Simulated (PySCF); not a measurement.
C4H10OSi, SMILES CC1([SiH2]O)CC1.

Geometry optimised at B3LYP-D3(BJ)/def2-SVP. The structure was generated by enumeration, and PubChem lists no compound with its InChIKey, so it may never have been made. One conformer was computed; it need not be the lowest.

Level of theory: B3LYP/def2-TZVP run with PySCF.

The molecule is in vacuum.

```
Quantity                                                                                                        Value
---------------------------------------------------------------------------------------------  ----------------------
total energy                                                                                       -523.30641 hartree
highest occupied level                                                                                       -7.62 eV
lowest empty level                                                                                            0.06 eV
orbital gap                                                                                                   7.68 eV
dipole moment                                                                                                  1.80 D
quadrupole, principal values (traceless, Buckingham form, about the centre of nuclear charge)   -7.19, 0.58, 6.61 D·Å
mean static polarisability                                                                      75.0 bohr³ (11.11 Å³)
polarisability, principal values                                                               70.1, 74.4, 80.5 bohr³
```
